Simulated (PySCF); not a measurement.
**How methods differ on the excitation energy of Ga**

Ga [Ar] 3d10 4s2 4p1 (2P) → Ga [Ar] 3d10 4s1 4p2 (4P), as a difference of total energies. Calculation: PySCF 2.14, in aug-cc-pVTZ-PP with one added diffuse shell each of s, d, f type with ECP10MDF (7s5p5d3f, 68 functions); a scalar-relativistic core potential. Correlated levels: valence: 3s2 3p6 3d10 frozen. The calculations carry no spin-orbit coupling.

```tsv
method	excitation energy (eV)
UHF	3.292
LDA	5.333
PBE	5.081
PBE0	4.749
r2SCAN	4.649
BP86	5.141
CAM-B3LYP	5.147
wB97X-V	4.937
B2PLYP	4.835
MP2 (valence)	4.002
SCS-MP2 (valence)	4.280
```

Q: How much does correlation contribute at MP2 (valence)?

A: 4.002 − (3.292) = 0.710 eV, measured against UHF.
